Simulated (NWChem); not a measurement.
CH$_{2}$N cation; SMILES C#[NH+]

```xyz
4

C     -0.0003     0.5958     0.0000
N      0.0005    -0.5327     0.0000
H     -0.0008     1.6789     0.0000
H      0.0030    -1.5477     0.0000
```
Atoms are numbered in this order, from 1.

The geometry was optimised at PBE0-D3(BJ)/def2-TZVP.

Problem. List the 4 lowest vertical singlet excitations and the 4 lowest triplet ones from PBE/6-31G* (spherical d), full TDDFT (NWChem).

Solution. 
| state | energy (eV) | oscillator strength | leading excitation (squared amplitude) |
|---|---|---|---|
| S1 | 8.92 | 0.000 | HOMO → LUMO (0.50) |
| S2 | 9.23 | 0.000 | HOMO−1 → LUMO+1 (0.50) |
| S3 | 9.23 | 0.000 | HOMO−1 → LUMO (0.50) |
| S4 | 12.46 | 0.002 | HOMO−1 → LUMO+2 (0.93) |
| T1 | 6.72 | spin-forbidden | HOMO−1 → LUMO (0.51) |
| T2 | 7.60 | spin-forbidden | HOMO → LUMO (0.50) |
| T3 | 7.60 | spin-forbidden | HOMO → LUMO+1 (0.50) |
| T4 | 8.92 | spin-forbidden | HOMO−1 → LUMO+1 (0.50) |
